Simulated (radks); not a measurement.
The numbers below are computed, except where a source is named.
The hydrogen anion H-, [He], held by a Watson sphere: a shell of charge +1 at radius R that stands for the Madelung well of a crystal (potential energy -1/R inside, -1/r outside, in hartree with lengths in bohr). Code: a radial shooting solver on a logarithmic mesh with Libxc functionals. Model: scalar-relativistic Kohn-Sham, r2SCAN, spin-polarised, spherical densities, finite nucleus; meta-GGA in the generalised Kohn-Sham scheme; Fermi nuclear charge, rms radius of each element as measured or else 0.836 A^(1/3) + 0.57 fm.

| R (bohr) | e(1s) (eV) | <r> 1s (bohr) | sum of <r^2> (bohr^2) | X-ray form factor at sin(theta)/lambda = 0.2 1/angstrom |
|---|---|---|---|---|
| 1.55 | -8.341 | 1.623 | 6.949 | 0.861 |
| 1.57 | -8.281 | 1.631 | 7.016 | 0.856 |
| 2.19 | -6.732 | 1.843 | 9.032 | 0.713 |
| 2.22 | -6.670 | 1.852 | 9.126 | 0.708 |
| 2.36 | -6.392 | 1.893 | 9.560 | 0.685 |
| 2.43 | -6.261 | 1.912 | 9.774 | 0.675 |
| 3.04 | -5.277 | 2.063 | 11.54 | 0.609 |
| 3.24 | -5.006 | 2.105 | 12.08 | 0.595 |
